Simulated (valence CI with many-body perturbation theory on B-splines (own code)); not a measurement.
## Run record, Pt LVII

Calculated by valence CI with perturbative core correlation (CI+MBPT): four valence electrons over a frozen Dirac-Fock core [Ar], a basis of 7 s, 7 p, 8 d, 6 f, 4 g, 1 h functions for each j, with the one-electron correlation potential Σ1 (screened to all orders), the two-electron term Σ2, the three-electron term Σ3, Breit, model QED; selected single and double excitations, second order for the rest, scaled by the run's own slope (own B-spline code, finite nucleus).

Command, and the settings that its task file holds:

```sh
python run_cv.py task.json out
```

```
atom Pt  Z=78  mass_number=195  rms_radius_fm=5.4270
core [Ar]
valence 3d4
avg = 1
basis = M
beyond = 1
breit = 1
cap = 32000
capref = 2200
cscale = 1
de = 0.0
dress = 0
eps = 2e-08
extrap = 1
h = 0.27
hh = 1
l2 = 3
lcore = 6
maxit = 60
n2 = 5
natural = 1
nlev = 190
nno = [4, 4, 5, 4, 3, 1]
nroot = 40
nsp = [3, 3, 3, 2, 1, 0]
pt2 = 1
qed = 1
rpa = 1
s1 = 1
s2 = 1
s3 = 1
screen = 1
tol = 2e-05
whole = 1
```

It took 31 s on 1 thread of Intel(R) Xeon(R) Processor @ 2.30GHz (shared host).

Log. The first blocks belong to the next ion, which gives the ionisation energy. Fields: 2J, parity (1 odd), roots, reference size, generating configurations, candidates as configurations/state functions, variational space P, stored matrix elements, Davidson steps; e2 is the range of second-order energies in hartree. The first line gives the box (bohr), its intervals, the orbitals and the steps of their self-consistent field. Window is the range of levels sought, series limit the energy at which the first omitted orbital would enter, core excitation an estimate of the first excitation out of the core, left out the lowest levels not solved, and shifts from estimates the range by which levels moved from their first estimate, all in cm⁻¹.

```
rmax 2.0 intervals 55 orbitals 59 references ['3d4', '3d3 4s', '3d3 4p'] scf 3 t 0.9
2J=3 par=0 roots 2 ref 41 generators 3 cand 1677/4149 P 1043/2618 nnz 1.9e+06 it 4
2J=3 par=0 roots 2 ref 41 generators 4 cand 656/1572 P 1275/3261 nnz 2.9e+06 it 4
   second order: generators 6 cand 1212/2734 e2 -0.00001 -0.00000
reference levels 1454, estimated 34, window 3348348 1/cm; series limit 35107695, core excitation 2606987
2J=0 par=0 roots 5 ref 37 generators 4 cand 1139/1943 P 2068/3855 nnz 2.9e+06 it 4
2J=0 par=0 roots 5 ref 37 generators 4 cand 354/625 P 2295/4282 nnz 3.7e+06 it 4
   second order: generators 7 cand 2547/6719 e2 -0.00001 -0.00000
2J=2 par=0 roots 4 ref 93 generators 3 cand 2095/9446 P 1227/6400 nnz 9.8e+06 it 4
2J=2 par=0 roots 4 ref 93 generators 3 cand 1330/5636 P 2152/10619 nnz 2.5e+07 it 4
   second order: generators 3 cand 405/1417 e2 -0.00001 -0.00000
2J=8 par=0 roots 7 ref 121 generators 4 cand 2264/16380 P 774/6399 nnz 9.9e+06 it 5
2J=8 par=0 roots 7 ref 121 generators 4 cand 1799/12597 P 2316/17301 nnz 6.5e+07 it 7
   second order: generators 4 cand 257/1695 e2 -0.00001 -0.00000
2J=4 par=0 roots 8 ref 133 generators 4 cand 2298/15017 P 846/6392 nnz 9.6e+06 it 5
2J=4 par=0 roots 8 ref 133 generators 4 cand 1786/11248 P 2403/16354 nnz 5.6e+07 it 5
   second order: generators 5 cand 1911/21003 e2 -0.00001 -0.00000
2J=6 par=0 roots 6 ref 136 generators 3 cand 2307/17002 P 743/6397 nnz 1e+07 it 4
2J=6 par=0 roots 6 ref 136 generators 3 cand 1864/13238 P 2200/17312 nnz 6.6e+07 it 5
   second order: generators 4 cand 2089/25028 e2 -0.00001 -0.00001
2J=10 par=0 roots 2 ref 88 generators 2 cand 2095/13260 P 811/6389 nnz 1.1e+07 it 4
2J=10 par=0 roots 2 ref 88 generators 2 cand 1613/9450 P 1801/13117 nnz 4.1e+07 it 4
   second order: generators 2 cand 623/2722 e2 -0.00001 -0.00001
2J=12 par=0 roots 2 ref 56 generators 2 cand 1761/9400 P 1091/6399 nnz 1.1e+07 it 4
2J=12 par=0 roots 2 ref 56 generators 2 cand 1098/5557 P 1855/10386 nnz 2.6e+07 it 4
   second order: generators 2 cand 334/1570 e2 -0.00001 -0.00001
left out: unestimated 18017660, estimated none, shifts from estimates -349 to 26
operators 1.6
```

The Davidson iterations converged.

No measured spectrum was set against this ion. As an estimate, large intervals hold to a few tenths of a per cent, small ones and those within an open d or f shell to about a per cent. Excitations out of the core, of the other parity, are not computed and may begin above about 259 eV (a cautious bound); beyond it only levels of the ground parity were kept, without lifetimes. Only levels of the ground parity were solved; by the run's estimate the other parity begins above the list, which can be wrong where configurations are misplaced.

| Item | Value |
| --- | --- |
| Valence energy | -864.445 hartree |
| Ionisation energy | 5655.3 eV (NIST: 5654 ± 5 eV (theoretical)) |
| Reference configurations for the orbitals | 3d4, 3d3 4s, 3d3 4p |
| Radial orbitals | 59 |
| Box radius | 2.011 bohr |
| Largest variational space | 17312 |
| Lowest levels | (3d3/2^4) J=0 0, (3d3/2^3 3d5/2) J=1 678990, (3d3/2^3 3d5/2) J=4 779690, (3d3/2^3 3d5/2) J=2 812090, (3d3/2^3 3d5/2) J=3 840030, (3d3/2^2 3d5/2^2) J=0 [a] 1432400, (3d3/2^2 3d5/2^2) J=2 [a] 1433500, (3d3/2^2 3d5/2^2) J=4 [a] 1455700, (3d3/2^2 3d5/2^2) J=3 [a] 1474100, (3d3/2^2 3d5/2^2) J=5 1502500, (3d3/2^2 3d5/2^2) J=6 1525800, (3d3/2^2 3d5/2^2) J=1 1552600, (3d3/2^2 3d5/2^2) J=3 [b] 1574700, (3d3/2^2 3d5/2^2) J=4 [b] 1579400 cm⁻¹ |

Levels are named by their leading jj configuration (3d3/2^4 stands for four electrons in 3d with j = 3/2), which in mixed levels can hold well under half, so a name can repeat and another be missing. Letters in brackets count levels of one name in rising energy.
